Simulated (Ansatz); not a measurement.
Input file for Ansatz (a program for electronic structure): R-RI-MP2/aug-cc-pV(T+d)Z on C3H5Cl (a complex), monomers drawn apart or pushed together. Files ending in .json are basis or fitting sets from the Basis Set Exchange.

Ansatz 0.2 input:
```yaml
crystal:
  periodic: [false, false, false]
  atoms:
    - {symbol: C, position_ang: [0.41051972, 0.07596698, 0.03502410]}
    - {symbol: C, position_ang: [0.55043701, -0.81996688, -0.74703761]}
    - {symbol: H, position_ang: [0.28303593, 0.85982101, 0.74464672]}
    - {symbol: H, position_ang: [0.67620536, -1.60768192, -1.44911977]}
    - {symbol: C, position_ang: [-0.25325064, -0.80261270, 3.21219355]}
    - {symbol: Cl, position_ang: [-0.20414841, 0.99456353, 3.18224181]}
    - {symbol: H, position_ang: [0.50714842, -1.14804543, 3.90554732]}
    - {symbol: H, position_ang: [-1.24194497, -1.10612016, 3.54187710]}
    - {symbol: H, position_ang: [-0.05309751, -1.16327918, 2.20775877]}
basis:
  gaussian:
    orbitals: aug-cc-pV_T+d_Z.json
    fitting: {mean_field: def2-universal-JKFIT, correlation: aug-cc-pVTZ-RIFIT.json}
magnetization: {spin_polarized: false}
correlation: {method: mp2, electrons: outside_noble_gas}
scf: {lower_state_search: off}
```

The head of its log:

```
WARN ansatz: RAYON_NUM_THREADS=1 ignored (pool sized by the plan → 1); use --threads N
Functional definition: HF
these checks for a lower state are left out or cut short: stability, starts, cluster_reference, orbital_swaps, neighbouring_geometries, increment
integrals: 0.37 GiB planned
443 factors; integrals over basis functions are off by at most 1.4e0 eV
mean field: 0.58 GiB planned
mean field evaluation 1: about -15671.3058 eV, gradient 3.0e1 eV
mean field evaluation 2: about -15673.4360 eV, gradient 9.6e0 eV
mean field evaluation 4: about -15673.7046 eV, gradient 7.0e-1 eV
mean field -15673.70604726 eV, -575.9980732172 hartree, gradient 2.5e-6 eV, S^2 0.000000; 0 other end points of the search recorded, 0 dependent functions left out
8 core orbitals not correlated
695 factors; their error is unknown
reference -15673.70604726 eV, -575.9980732172 hartree; 12, 12 occupied and 288, 288 virtual orbitals, 695 factors
```

Task: Give the final energy of this run.

Result: -576.6979 hartree.
